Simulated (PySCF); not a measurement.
**Molecular orbitals of LiCd⁺**

TPSSh at R = 2.770 Å; basis Li def2-TZVP, Cd def2-TZVP with ECP28; scalar-relativistic core potentials; PySCF 2.14. State: ¹Σ⁺ (singlet), closed shell. Only the outer orbitals are listed, counted within each symmetry, core potentials removing the inner ones.

```csv
orbital,occ.,ε (eV),on Li (%),main shells (%)
4σ,2,-17.87,0,100 Cd d
2π,2,-17.81,0,100 Cd d
2π,2,-17.81,0,100 Cd d
1δ,2,-17.74,0,100 Cd d
1δ,2,-17.74,0,100 Cd d
5σ,2,-11.29,13,84 Cd s
6σ,0,-6.65,51,"51 Li s, 38 Cd p, 10 Cd s"
3π,0,-5.58,33,"66 Cd p, 33 Li p"
3π,0,-5.58,33,"66 Cd p, 33 Li p"
```

**Question.** Which are the highest filled and the lowest empty level, where do they sit, and how wide is the gap?

**Answer.** Highest filled 5σ at -11.29 eV (in %: 84 Cd s); lowest empty 6σ at -6.65 eV (in %: 51 Li s, 38 Cd p, 10 Cd s); the gap at TPSSh is 4.64 eV.

The bond order (Mayer) is 0.48 and the ⟨S²⟩ is 0.000. The charge on Li (Mulliken, basis-dependent) is 0.72, the charge on Li (Löwdin, basis-dependent) is 0.54 and the dipole moment (positive dipole points towards Cd; it is taken about the centre of mass and depends on that origin) is -8.40 D.

Closed-shell solutions of metal pairs were not tested for spin polarisation, which can lower them a little.
